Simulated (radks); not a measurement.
The numbers below are computed, except where a source is named.
All-electron atom: Pb15+ in [Kr] 4d10 4f14 5s2 5p5. Code: a radial shooting solver on a logarithmic mesh with Libxc functionals. Model: scalar-relativistic Kohn-Sham, exchange-only LDA, spin-polarised, spherical densities, point nucleus; open shells are filled with parallel spins first (spin-orbit coupling, left out, can overturn this in heavy ions).

Radial electron density D(r) = 4 pi r^2 rho(r):

```
   r/bohr * D(r) (the largest magnitude, 155, reaches the edge; | marks zero)
0.0009127 |   *
 0.001188 |     *
  0.00156 |       *
 0.002031 |           *
 0.002666 |               *
 0.003472 |                    *
 0.004521 |                          *
 0.005934 |                                 *
 0.007726 |                                     *
  0.01014 |                                        *
  0.01321 |                                       *
   0.0172 |                                    *
  0.02257 |                                   *
  0.02939 |                                        *
  0.03858 |                                                  *
  0.05023 |                                                      *
  0.06541 |                                                *
  0.08585 |                                          *
   0.1118 |                                              *
   0.1467 |                                                  *
   0.1911 |                                      *
   0.2488 |                            *
   0.3266 |                                 *
   0.4252 |                             *
   0.5582 |                *
   0.7268 |        *
   0.9464 |   *
    1.242 |*
    1.617 *
    2.123 *
```

D(r) has 4 maxima, at r = 0.0106, 0.0494, 0.139, 0.354 bohr, and minima at 0.0207, 0.0886, 0.253 bohr, inside which lie 1.88, 10.99, 30.21 electrons.
